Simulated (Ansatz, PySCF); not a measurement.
Gas-phase reaction (SMILES): C[Si](C)(C)C + 3 [SiH4] (SiH4) -> 4 C[SiH3] [methylsilane]; bond separation energy.

Geometries: B3LYP-D3(BJ)/def2-TZVP minima from Ansatz (a program for electronic structure). Valence correlation only, unless marked. Spin-orbit coupling is left out. Non-relativistic. Basis-set limits of correlation are two-point, X^-3; Hartree-Fock from the larger set. The bracket is a focal-point correction in the basis named. Thermal terms are rigid-rotor harmonic-oscillator values from B3LYP-D3(BJ) frequencies (Ansatz or PySCF) at 298.15 K and 1 atm. 1 Eh = 627.5095 kcal/mol.

| species | E, RI-MP2/CBS(cc-pV(T+d)Z,cc-pV(Q+d)Z)+[CCSD(T)-MP2]/cc-pV(T+d)Z (Ansatz) (Eh) | E, r2SCAN-D4/def2-TZVPD (Ansatz + dftd4) (Eh) | H - E (Eh) |
|---|---|---|---|
| C[Si](C)(C)C | -448.56618 | -449.13185 | 0.15714 |
| C[SiH3] | -330.73641 | -331.17241 | 0.06602 |
| [SiH4] (SiH4) | -291.46100 | -291.85367 | 0.03520 |

Q: Work out ΔE and ΔH at 298.15 K at the first level, then ΔH at the second.

A: 
1. ΔE = [4×(-330.73641)] - [(-448.56618) + 3×(-291.46100)] = 0.00354 Eh = 2.2 kcal/mol at RI-MP2/CBS(cc-pV(T+d)Z,cc-pV(Q+d)Z)+[CCSD(T)-MP2]/cc-pV(T+d)Z.
2. The terms H - E add up to 0.00134 Eh, so ΔH = (0.00354 + (0.00134))×627.5095 = 3.1 kcal/mol.
3. At r2SCAN-D4/def2-TZVPD the same steps give ΔE = 2.0 and ΔH = 2.9 kcal/mol, a shift of -0.2 from the first level.
4. These values are not checked against measurement here, since the tables used lack a sound gas-phase enthalpy of formation for at least one species.
